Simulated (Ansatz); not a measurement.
Consider the redistribution: `C[SiH](O)Cl` + `[NH2][Hf]([Cl])([Cl])[Cl]` → `N[SiH](O)Cl` + `[CH3][Hf]([Cl])([Cl])[Cl]`.

Computed with Ansatz on PBE0-D4/def2-TZVP structures; ΔE is electronic, products minus reactants. CCSD(T)/CBS adds triple-zeta CCSD(T) − MP2 to the extrapolated MP2 energy (def2 sets, frozen cores). Functionals use def2-TZVPP. HSE06 is defined as in plane-wave codes. Elements past krypton have def2 core potentials. For Hf outer-core shells are correlated without core-valence functions, which leaves a few kJ/mol of doubt a bond. Each species was taken in one conformer, which may not be the lowest.

(1) Is it downhill or uphill in electronic energy at CCSD(T)/CBS, and by how much? (Best estimate.)

(2) What do these levels give: PBE0-D4, r2SCAN0, HSE06, MP2/def2-TZVPP, SCS-MP2/def2-TZVPP, CCSD(T)/def2-TZVPP? (An estimate is asked.)

Largest T1 diagnostic among the species: 0.014.

Answers

(1) Ansatz gave: Uphill: ΔE = +10.8 kcal/mol.

(2) The calculation gave: PBE0-D4 11.7, r2SCAN0 11.0, HSE06 11.6, MP2/def2-TZVPP 11.4, SCS-MP2/def2-TZVPP 11.5, CCSD(T)/def2-TZVPP 11.4 kcal/mol.

At CCSD(T), def2-SVP lies +3.3 kcal/mol from the extrapolated value and def2-TZVPP +0.5 kcal/mol. From BLYP to BHLYP (50 % exact exchange), in def2-TZVPP and without D4, ΔE moves by −0.9 kcal/mol. Leaving LDA and LC-ωPBE aside and taking each functional with its dispersion term where it has one, the values, not all of them listed here, spread over 1.2 kcal/mol, from r2SCAN0-D4 to revPBE-D4. LDA lies −0.8 kcal/mol from PBE without D4.
